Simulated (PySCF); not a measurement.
Electron correlation in Bi (bismuth, neutral)

Starting occupation: [Xe] 4f14 5d10 6s2 6p3, 6p1/2 with m_j = -1/2, +1/2, 6p3/2 with m_j = +3/2. Computed with PySCF 2.14 in x2c-SVPall-2c with one added diffuse shell each of s, p type (8s12p7d2f, 93 functions), with X2C-1e with screened-nucleus spin-orbit coupling, Gaussian nucleus. Frozen: [Kr] 4d10 4f14; 23 electrons correlated; the 22 highest virtual spinors left out.

MP2 pair energies summed by pair of shells (mhartree):

```csv
pair,energy,share (%)
5d-5d,-166.65,47.2
5d-6s,-55.22,15.6
5d-6p,-37.00,10.5
5d-5p,-24.83,7.0
6p-6s,-21.83,6.2
5p-5p,-14.31,4.0
6p-6p,-10.99,3.1
6s-6s,-6.85,1.9
5d-5s,-4.77,1.3
5p-6p,-3.53,1.0
5p-6s,-3.53,1.0
5p-5s,-2.42,0.7
5s-5s,-0.80,0.2
5s-6s,-0.46,0.1
5s-6p,-0.18,0.1
```

Total MP2 correlation energy: -353.38 mhartree.

The GHF reference relaxed away from the jj start to a determinant that is no pure jj level (⟨S²⟩ = 3.21, ⟨J²⟩ = 3.78); the energies belong to that determinant.

This basis was not built for core-valence correlation, so the inner-shell part is incomplete.
